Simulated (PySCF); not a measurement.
# Spinor energies of As⁵⁺ (arsenic, charge +5)

Start: [Ar] 3d10. Calculated with PySCF 2.14 in an uncontracted even-tempered set (18 s from 0.2 bohr⁻², ratio 2.8; 14 p from 0.26 bohr⁻², ratio 2.8; 9 d from 0.26 bohr⁻², ratio 2.8; 4 f from 2.8 bohr⁻², ratio 3): generalised Hartree-Fock with the X2C-1e Hamiltonian and a Gaussian nucleus; spin-orbit coupling (SO) screened by Boettger's factors.

```
spinor shell  electrons  ε, screened SO (eV)  weight of nominal j (screened SO)  rms radius, screened SO (bohr)
       1s1/2          2             -12013.8                              1.000                          0.0524
       2s1/2          2              -1639.9                              1.000                           0.220
       2p1/2          2              -1467.0                              1.000                           0.194
       2p3/2          4              -1429.7                              1.000                           0.197
       3s1/2          2              -291.79                              1.000                           0.640
       3p1/2          2              -232.05                              1.000                           0.658
       3p3/2          4              -226.62                              1.000                           0.668
       3d3/2          4              -123.83                              1.000                           0.727
```

Task: Where does 3d5/2 lie, and what is the 3d spin-orbit splitting (screened SO)?

Result: At -123.02 eV, 0.815 eV above 3d3/2.

```json
{"quantity": "E (hartree)", "screened SO": "-2252.95873"}
{"quantity": "M_J", "screened SO": "0"}
{"quantity": "⟨J²⟩", "screened SO": "0.000"}
{"quantity": "⟨L²⟩", "screened SO": "0.002"}
{"quantity": "⟨S²⟩", "screened SO": "0.002"}
```
